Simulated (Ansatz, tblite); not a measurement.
MO2F2 with several metals: gap (eV) at several levels, gas phase, relaxed structures; Ansatz, xTB through tblite. Core potentials for Mo, W in the def2 sets, no spin–orbit coupling. The structures are stationary points that may keep the symmetry of their start. Remarks come from the PBE and PBE0 runs and from stability tests at other levels; not every state was tested.

```csv
species,state,geometry,GFN1-xTB,GFN2-xTB,B97M-V/def2-TZVP,PBE0-D4/def2-TZVP,PBE0-D4/def2-TZVPD,remarks
CrO2F2,singlet,r2SCAN-D4/def2-SVP,2.91,3.02,3.36,5.47,5.48,restricted SCF unstable in HF
WO2F2,singlet,PBE-D4/def2-SVP,5.72,3.95,5.11,6.97,6.96,–
MoO2F2,singlet,PBE-D4/def2-SVP,4.92,3.48,4.67,6.57,6.56,–
```

Q: Estimate the column for r2SCAN-D4/def2-TZVP.

A: CrO2F2 3.28; WO2F2 5.03; MoO2F2 4.58.

Over the 3 species that have every level, the mean is 4.52 at GFN1-xTB, 3.48 at GFN2-xTB, 4.29 at r2SCAN-D4/def2-TZVP, 4.38 at B97M-V/def2-TZVP, 6.34 at PBE0-D4/def2-TZVP, 6.33 at PBE0-D4/def2-TZVPD. Orbital gaps grow with the share of exact exchange and aren't one observable across functionals.
